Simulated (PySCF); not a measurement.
## Dipole response of Cu (copper, neutral)

[Ar] 3d10 4s1, 2S determinant. Computed with PySCF 2.14 in aug-cc-pwCVTZ-DK, with scalar relativity by spin-free X2C-1e. Coupled (time-dependent) response in atomic units; α is the mean over directions.

| method | mean α (bohr³) | C₆ (like pair) | S(−4) |
| --- | --- | --- | --- |
| PBE0 | 44.69 | 273.0 | 1754 |

S(−4) is the Cauchy moment in α(ω) = α(0) + S(−4) ω² + …

Reference α: 46.5 ± 0.5 bohr³ (recommended; Schwerdtfeger and Nagle, table of static dipole polarizabilities (2023 update)). Published C₆: 253.0 (Chu and Dalgarno (2004); Tang, Norbeck and Certain (1976)).

α(iu) at PBE0:

```json
{"u (hartree)": "0", "α(iu) (bohr³)": "44.69"}
{"u (hartree)": "0.0500", "α(iu) (bohr³)": "40.76"}
{"u (hartree)": "0.100", "α(iu) (bohr³)": "32.60"}
{"u (hartree)": "0.200", "α(iu) (bohr³)": "19.24"}
{"u (hartree)": "0.300", "α(iu) (bohr³)": "12.33"}
{"u (hartree)": "0.500", "α(iu) (bohr³)": "6.702"}
{"u (hartree)": "0.750", "α(iu) (bohr³)": "4.245"}
{"u (hartree)": "1.00", "α(iu) (bohr³)": "3.140"}
{"u (hartree)": "1.50", "α(iu) (bohr³)": "2.055"}
{"u (hartree)": "2.00", "α(iu) (bohr³)": "1.484"}
{"u (hartree)": "3.00", "α(iu) (bohr³)": "0.8895"}
{"u (hartree)": "5.00", "α(iu) (bohr³)": "0.4332"}
```

A single London oscillator, α(iu) = α/(1 + u²/ω²), gives C₆ = (3/4) ω α². Matching the computed C₆ needs ω = 4 × 273.0 / (3 × 44.69²) = 0.182 hartree.
